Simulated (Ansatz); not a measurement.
Cost and result for the atomization energy of C$_{2}$H$_{9}$NSn (`CN[CH2][SnH3]`) (13 atoms, 12 bonds).

Z-matrix (Å, degrees):
```
C
N 1 1.448
H 1 1.092 2 109.8
H 1 1.103 2 113.7 3 121.8
H 1 1.094 2 109.4 3 -118.0
C 2 1.447 1 113.1 3 -176.5
H 2 1.012 1 109.7 3 -52.8
Sn 6 2.154 2 110.0 1 -178.3
H 6 1.103 2 114.2 1 57.7
H 6 1.095 2 109.0 1 -61.4
H 8 1.712 6 108.0 2 -46.2
H 8 1.711 6 110.8 2 -165.5
H 8 1.706 6 110.6 2 73.2
```

The species carries charge 0 and has multiplicity 1. Correlated methods include outer-core shells of Sn, which these sets cover unevenly. Sn: def2 effective core potential. Geometry: relaxed with PBE0-D4/def2-TZVP. It is one conformer, not always the lowest. Program: Ansatz. All runs use 4 threads of an Arm Neoverse V1 on a shared host. Times are those of one run each, without the atoms' runs, and a repeat can differ threefold. Electronic energies, without spin–orbit coupling; frozen cores. CCSD(T)/CBS adds CCSD(T) − MP2 in def2-TZVPP to the MP2 limit, and its time is that of the two runs behind it. T1 = 0.011. With those shells the extrapolation isn't a true limit. B3LYP takes the VWN-RPA correlation (the form of Gaussian; ORCA's B3LYP/G).

CCSD(T)/CBS is a level of theory with its own doubt, some kJ/mol a heavy atom from the limit and from the frozen cores, so smaller differences don't rank the functionals.

```json
{"level": "PBE-D4/def2-TZVPP (with forces)", "functions": "269", "wall time": "3 s", "atomization (kJ/mol)": "4281.0", "difference from CCSD(T)/CBS": "36.9", "per bond": "3.1"}
{"level": "PBE0-D4/def2-TZVPP", "functions": "269", "wall time": "3.4 s", "atomization (kJ/mol)": "4225.9", "difference from CCSD(T)/CBS": "-18.2", "per bond": "-1.5"}
{"level": "B3LYP-D4/def2-TZVPP (with forces)", "functions": "269", "wall time": "5.5 s", "atomization (kJ/mol)": "4237.7", "difference from CCSD(T)/CBS": "-6.4", "per bond": "-0.5"}
{"level": "r2SCAN-D4/def2-TZVPP (with forces)", "functions": "269", "wall time": "6 s", "atomization (kJ/mol)": "4215.4", "difference from CCSD(T)/CBS": "-28.7", "per bond": "-2.4"}
{"level": "B2PLYP/def2-TZVPP", "functions": "269", "wall time": "7 s", "atomization (kJ/mol)": "4178.4", "difference from CCSD(T)/CBS": "-65.7", "per bond": "-5.5"}
{"level": "ωB97X-V/def2-TZVPP", "functions": "269", "wall time": "9.5 s", "atomization (kJ/mol)": "4256.4", "difference from CCSD(T)/CBS": "12.3", "per bond": "1.0"}
{"level": "ωB97M-V/def2-TZVPP (with forces)", "functions": "269", "wall time": "14 s", "atomization (kJ/mol)": "4240.2", "difference from CCSD(T)/CBS": "-3.9", "per bond": "-0.3"}
{"level": "MP2/def2-QZVPP", "functions": "523", "wall time": "30 s", "atomization (kJ/mol)": "4186.4", "difference from CCSD(T)/CBS": "-57.7", "per bond": "-4.8"}
{"level": "CCSD(T)/def2-TZVPP", "functions": "269", "wall time": "5.4 min", "atomization (kJ/mol)": "4139.8", "difference from CCSD(T)/CBS": "-104.3", "per bond": "-8.7"}
{"level": "CCSD(T)/CBS(def2)", "functions": "–", "wall time": "5.9 min", "atomization (kJ/mol)": "4244.1", "difference from CCSD(T)/CBS": "0.0", "per bond": "0.0"}
```

In def2-TZVPP, CCSD(T) changes the Hartree–Fock value by +1114.8 kJ/mol (the triples alone add +54.1 kJ/mol) and MP2 by +1099.5 kJ/mol; breaking electron pairs costs correlation energy, which Hartree–Fock lacks. The D4 term adds +37.7 kJ/mol with B3LYP and +19.8 kJ/mol with PBE0; it sums over pairs of atoms, weighted by their polarisabilities, and B3LYP, whose exchange is more repulsive, gets the larger term. From PBE to PBE0 (25 % exact exchange), in def2-TZVPP and without D4, the atomization energy moves by −51.5 kJ/mol: exact exchange takes away binding that semilocal exchange gives to molecules.

Spin–orbit coupling would lower the free Sn atoms strongly, and the atomization energy with them, by more than many differences here. For some Ge, Se and Sn compounds the MP2-based and the directly extrapolated limit differ by 10 to 25 kJ/mol.
